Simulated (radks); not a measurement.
Q: All-electron atom: the rhodium ion Rh4+ in [Kr] 4d5. All-electron calculation, scalar-relativistic Kohn-Sham, PBE, spin-polarised, spherical densities, finite nucleus; open shells are filled with parallel spins first (spin-orbit coupling, left out, can overturn this in heavy ions); Fermi nuclear charge, rms radius 4.4945 fm. Program: a radial shooting solver on a logarithmic mesh with Libxc functionals. Some entries of the table are withheld. Estimate them.

orbital  occ.  eigenvalue (eV)  <1/r> (bohr^-1)  <r^2> (bohr^2)
1s down     1        -23092.03            47.05        0.001438
1s up       1        -23092.02            47.05        0.001438
2s up       1        -3394.925            10.65         0.02374
2s down     1        -3393.965            10.65         0.02374
2p up       3        -3048.145            10.32         0.01870
2p down     3        -3047.423            10.32         0.01869
3s up       1        -651.1199            3.712          0.1746
3s down     1        -650.6421            3.711          0.1745
3p up       3        -537.1774            3.535          0.1772
3p down     3        -536.6286            3.535          0.1770
3d up       5        -355.1518            3.308          0.1638
3d down     5        -354.2833            3.308          0.1636
4s up       1        -136.7089              (1)           1.059
4s down     1        -132.3899              (2)           1.050
4p up       3        -104.0122            1.281           1.262
4p down     3         -99.4827            1.288           1.257
4d up       5         -56.3363            1.010           1.970
4d down     0         -51.7903            1.005           2.023

A: 
(1) 4s up <1/r> (bohr^-1): 1.416
(2) 4s down <1/r> (bohr^-1): 1.426
